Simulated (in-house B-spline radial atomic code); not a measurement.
**B3LYP (VWN-RPA) excitations of Ce4+**

Method: B3LYP (VWN-RPA). Computed with a B-spline radial code for spherical atoms: linear response of the closed shell [Kr] 4d10 5s2 5p6 with the functional's adiabatic kernel; scalar-relativistic (spin-free one-electron X2C), finite nucleus, no spin-orbit coupling, no double excitations, S, P, D and F terms only; shells from n = 3 respond. Only terms of natural parity with L up to 3 were computed.

Spin-orbit coupling is strong here, so these LS terms don't match observed levels.

Command:
```bash
python run_td.py task.json out
```
Settings (radii: box in bohr, nucleus in fm):
```
Z                        58
electrons                54
configuration            [Kr] 4d10 5s2 5p6
hamiltonian              x2c
method                   b3lyp
box_radius               19.1
rms_radius               4.8771
intervals                71
```

Cost of the run: 5.3 s on 1 thread of Arm Neoverse N1, on a shared host.

The lowest states, in the order of their Tamm-Dancoff energies; the method's threshold (minus the highest occupied level) is 61.51 eV. Labels give the largest channel, * marks a mixed state, and oscillator strengths are full-response dipole values. Semilocal kernels can invert the small singlet-triplet splittings of Rydberg terms. Energies in eV:

```
     state  full response  Tamm-Dancoff  oscillator strength
5p → 4f 3D              ?             ?                    -
5p → 4f 1D         14.817        14.966                    -
5p → 5d 3P         23.144        23.204                    -
5p → 5d 3F         23.406        23.509                    -
5p → 5d 1F         25.196        25.215                    -
5p → 6s 3P              ?             ?                    -
```

Q: Where does 5p → 6s 3P lie?

A: At 30.36 eV in full response, 30.37 eV in Tamm-Dancoff.

Q: Where does 5p → 4f 3D lie?

A: At 12.602 eV in full response, 12.655 eV in Tamm-Dancoff.

Q: How large is the singlet-triplet splitting of 5p → 4f (D terms) in Tamm-Dancoff?

A: 2.31 eV, from the unrounded values.

Q: What polarisabilities and dispersion coefficient does the method give?

A: Dipole 5.828 bohr³, quadrupole 19.05 bohr⁵, C6 32.92 hartree·bohr⁶ for two such species.
